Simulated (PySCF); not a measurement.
Can point charges reproduce the dipole moment of `C[P@](=O)(O)c1ccccc1F`?

Coordinates (GFN2-xTB, Å) and charges (e) from the PBE0/pcSseg-1 density (PySCF):

```tsv
atom	x	y	z	Mulliken	IAO	Hirshfeld	ESP-fitted
C1	-2.590	0.791	-0.443	-0.5208	-0.6986	-0.1653	-0.6710
P2	-1.643	-0.655	0.141	+1.1989	+1.7138	+0.4754	+1.0974
O3	-1.989	-1.945	-0.466	-0.6023	-0.9218	-0.4013	-0.6805
O4	-1.920	-0.660	1.731	-0.5020	-0.7696	-0.2489	-0.6456
C5	0.128	-0.250	-0.003	-0.6405	-0.3311	-0.0823	-0.2779
C6	0.966	-1.139	-0.657	+0.0026	-0.1217	-0.0337	-0.0907
C7	2.321	-0.877	-0.764	-0.0604	-0.1620	-0.0490	-0.1885
C8	2.846	0.283	-0.216	-0.0582	-0.1302	-0.0326	-0.0854
C9	2.023	1.185	0.438	-0.1305	-0.1925	-0.0636	-0.2793
C10	0.674	0.903	0.537	+0.4432	+0.3024	+0.0919	+0.3471
F11	-0.135	1.772	1.172	-0.2817	-0.2672	-0.0624	-0.1821
H12	-2.419	1.649	0.197	+0.1662	+0.1787	+0.0469	+0.2042
H13	-3.642	0.514	-0.422	+0.1605	+0.1754	+0.0598	+0.1972
H14	-2.300	1.019	-1.466	+0.1565	+0.1709	+0.0555	+0.1837
H15	-2.138	-1.558	1.988	+0.2514	+0.3796	+0.1825	+0.4289
H16	0.527	-2.033	-1.076	+0.1033	+0.1784	+0.0546	+0.1589
H17	2.968	-1.575	-1.272	+0.0992	+0.1606	+0.0556	+0.1544
H18	3.902	0.491	-0.297	+0.1025	+0.1629	+0.0586	+0.1494
H19	2.412	2.094	0.871	+0.1123	+0.1720	+0.0588	+0.1797
```

What dipole does each set of charges give (1 e·Å = 4.803 D), and what does the density give?

The full density gives (2.03, 1.46, 0.08) D, 2.50 D in size; dipole vectors point from the negative to the positive end.

```csv
scheme,μx,μy,μz,size (D),share of the full size (%),angle to the full dipole (°)
Mulliken,1.75,1.39,-1.02,2.46,98,27
IAO,2.85,1.52,-0.87,3.35,134,19
Hirshfeld,1.59,1.57,0.39,2.26,90,12
ESP-fitted,2.04,1.51,0.05,2.54,101,1
```

Which set comes closest?

Length of the difference vector: ESP-fitted 0.05 D, Hirshfeld 0.55 D, Mulliken 1.14 D, IAO 1.26 D. Closest: ESP-fitted. ESP charges are fitted to the potential around the molecule, whose slowest-falling term is the dipole's. 

What is left for the Hirshfeld atoms' own dipoles?

The shares of the density sum to the whole, so what Σ q r misses lies in dipoles about the nuclei. The atomic dipoles sum to (2.03, 1.46, 0.08) − (1.59, 1.57, 0.39) = (0.44, -0.11, -0.31) D, 0.55 D in size.

With the origin at the mean of the coordinates, (-0.001, 0.000, 0.000) Å, which are the largest single terms, by size, of the Hirshfeld dipole along the direction of the full one?

O3 +5.33, P2 -3.90, H15 -2.26, O4 +2.26, C1 +1.31 D; all 19 atoms together +2.21 D. The single terms depend on the origin, their sum doesn't.

Give the size of the full dipole in other units.

2.50 D = 0.984 au = 0.521 e·Å = 8.34 × 10⁻³⁰ C·m.

Isolated species at its GFN2-xTB geometry (one conformer only).

The run behind these numbers computed NMR shieldings as well. The run took 49 s wall on an Intel Xeon Platinum 8488C with one thread, shared host with 96 logical CPUs at a one-minute load of 61, and the process peaked at 0.98 GiB of memory.

Conformer computed: `[CH3:1][P@:2](=[O:3])([OH:4])[c:5]1[cH:6][cH:7][cH:8][cH:9][c:10]1[F:11]`: C1–P2–C5–C6 -129°, H–O4–P2–C1 134°.
